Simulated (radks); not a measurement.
Cu IV, 26 electrons, occupied as [Ar] 3d7 5f1 (not the ground configuration). Method: Dirac Kohn-Sham, PBE, spin-unpolarised, spherical densities, finite nucleus; open shells are shared between the two j in proportion to 2j + 1; Fermi nuclear charge, rms radius 3.8823 fm; computed with a radial shooting solver on a logarithmic mesh with Libxc functionals.

X-ray form factor f0, the Fourier transform of the density (f0(0) = 26):

| sin(theta)/lambda (1/angstrom) | f0 (electrons) |
|---|---|
| 0.05 | 25.066 |
| 0.1 | 24.246 |
| 0.15 | 23.363 |
| 0.2 | 22.108 |
| 0.25 | 20.745 |
| 0.3 | 19.304 |
| 0.4 | 16.395 |
| 0.5 | 13.772 |
| 0.6 | 11.622 |
| 0.8 | 8.741 |
| 1 | 7.193 |
| 1.25 | 6.111 |
| 1.5 | 5.312 |
| 2 | 3.867 |
